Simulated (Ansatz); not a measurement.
`P[SiH]1CC1` + `N[SiH3]` → `[SiH3]NP` + `C1C[SiH2]1` at 500 K and 1 bar (cleavage of the P–Si bond).

Gas-phase electronic energies from Ansatz, PBE0-D4/def2-TZVP geometries. CCSD(T)/CBS is the MP2 limit (def2-TZVPP, def2-QZVPP) plus CCSD(T) − MP2 in def2-TZVPP, frozen cores. This one scheme is used for every species. Each species was taken in one conformer, which may not be the lowest.

| species | CCSD(T)/CBS energy (Eh) | H − E (kJ/mol) | S (J/(mol·K)) |
| --- | --- | --- | --- |
| `P[SiH]1CC1` | -710.29768 | 254.2 | 389.1 |
| `N[SiH3]` | -346.80422 | 161.3 | 303.9 |
| `[SiH3]NP` | -688.33766 | 194.3 | 369.3 |
| `C1C[SiH2]1` | -368.74760 | 214.7 | 313.1 |

H − E and S are ideal-gas, rigid-rotor, harmonic terms from PBE0-D4/def2-TZVP, for one conformer and one mirror image of each species. 1 Eh = 2625.50 kJ/mol, R = 8.31446 J/(mol·K).

Problem. By hand: ΔE, ΔH, ΔS and ΔG.

Solution. ΔE = (-688.33766) + (-368.74760) − (-710.29768) − (-346.80422) = 0.01664 Eh = 43.7 kJ/mol. Δ(H − E) = 194.3 + 214.7 − 254.2 − 161.3 = -6.5, so ΔH = 37.2 kJ/mol. ΔS = 369.3 + 313.1 − 389.1 − 303.9 = -10.6 J/(mol·K). ΔG = 37.2 − 500 × (-10.6)/1000 = 42.5 kJ/mol.

Problem. By hand: the equilibrium constant, and the temperature at which ΔG would vanish if ΔH and ΔS stayed fixed.

Solution. log₁₀ K = −ΔG/(RT ln 10) = -4.4. ΔH and −TΔS have one sign here, so there is no such temperature.

The number of gas molecules stays the same, so ΔS is small and ΔH decides. A doubt of 5 kJ/mol in ΔE shifts log₁₀ K by 0.5 here. Other conformers and mirror images would add mixing entropy, several J/(mol·K) or more a flexible species. These are equilibria of isolated gas molecules and say nothing of rates. Largest T1 diagnostic: 0.012 (customary marks: 0.02 for closed shells, 0.045 for open ones).

ΔS is within the doubt of such terms, so its sign, and with it that verdict, could turn.
